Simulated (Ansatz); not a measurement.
The input (input.yaml):

```yaml
crystal:
  periodic: [false, false, false]
  atoms:
    - { symbol: B, position_ang: [0.009619, -0.347255, -0.417176] }
    - { symbol: C, position_ang: [0.030994, -0.243572, 2.389872] }
    - { symbol: H, position_ang: [-0.901871, -0.560674, 2.885412] }
    - { symbol: H, position_ang: [0.829641, -0.126725, 3.142238] }
    - { symbol: H, position_ang: [-0.135774, 0.725636, 1.89436] }
    - { symbol: H, position_ang: [0.986686, 0.358137, -0.451943] }
    - { symbol: H, position_ang: [-1.124898, 0.075061, -0.457398] }
    - { symbol: O, position_ang: [0.252374, -1.706844, -0.45432] }
    - { symbol: C, position_ang: [-0.829194, -2.643175, -0.473959] }
    - { symbol: H, position_ang: [-0.674866, -3.376495, 0.33557] }
    - { symbol: H, position_ang: [-1.806737, -2.146404, -0.340018] }
    - { symbol: H, position_ang: [-0.822716, -3.179664, -1.438367] }
    - { symbol: H, position_ang: [0.338342, -1.005727, 1.64903] }
basis:
  gaussian: { orbitals: "6-31G*" }
hamiltonian:
  xc: pbe
relax:
  f_tol: 0.03
  max_steps: 50
```

Command:

```bash
$ ansatz run input.yaml --threads 1 --pin off --max-ram 2048MiB --backend cpu --events-out ev --progress --plain --runs-dir out
```

Hardware: 1 thread of Arm Neoverse V1 (shared host).

Roughly how long does this run take, and how much memory?

79 s, with a peak of 0.12 GiB, for 29 ionic steps.
